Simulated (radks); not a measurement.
Results of a calculation; reference values are marked as such.
The calcium ion Ca2+ inside a hard spherical wall (all orbitals vanish at R), configuration held at [Ar] and not refilled when levels cross. Level of theory: scalar-relativistic Kohn-Sham, PBE, spin-polarised, spherical densities, point nucleus (a radial shooting solver on a logarithmic mesh with Libxc functionals). Eigenvalues in eV for spin up, with the zero of energy where the potential of the charges vanishes at infinity; a dash marks a level that is unbound or too diffuse for the functional's potential to be trusted. A positive occupied level is held by the wall or, in an anion where self-interaction has pushed it up, behind a barrier. The pressure on the wall is -dE/dV.

| R (bohr) | E (hartree) | kinetic (hartree) | e(2s) | e(2p) | e(3s) | e(3p) | e(3d, empty) | e(4s, empty) | pressure (GPa) |
|---|---|---|---|---|---|---|---|---|---|
| free | -679.65892 | 684.305 | -429.83 | -350.20 | -62.236 | -43.060 | -15.933 | - | 0 |
| 15 | -679.65892 | 684.305 | -429.83 | -350.20 | -62.236 | -43.060 | -15.933 | - | < 0.0001 |
| 7 | -679.65892 | 684.305 | -429.83 | -350.20 | -62.236 | -43.060 | -15.927 | -14.427 | 0.000103 |
| 5 | -679.65853 | 684.310 | -429.81 | -350.18 | -62.221 | -43.044 | -15.769 | -12.845 | 0.115 |
| 4 | -679.65050 | 684.397 | -429.53 | -349.90 | -62.027 | -42.833 | -15.082 | -8.209 | 3.70 |
| 3.5 | -679.62169 | 684.649 | -428.80 | -349.16 | -61.532 | -42.283 | -13.951 | -2.103 | 20.9 |
| 3 | -679.49881 | 685.530 | -426.55 | -346.87 | -60.005 | -40.552 | -11.199 | 10.628 | 121 |
| 2.5 | -678.98106 | 688.499 | -420.14 | -340.32 | -55.427 | -35.319 | -4.279 | 39.019 | 732 |
| 1.5 | -666.70760 | 731.950 | -361.16 | -279.09 | 9.742 | 34.302 | 64.445 | 304.08 | 42000 |
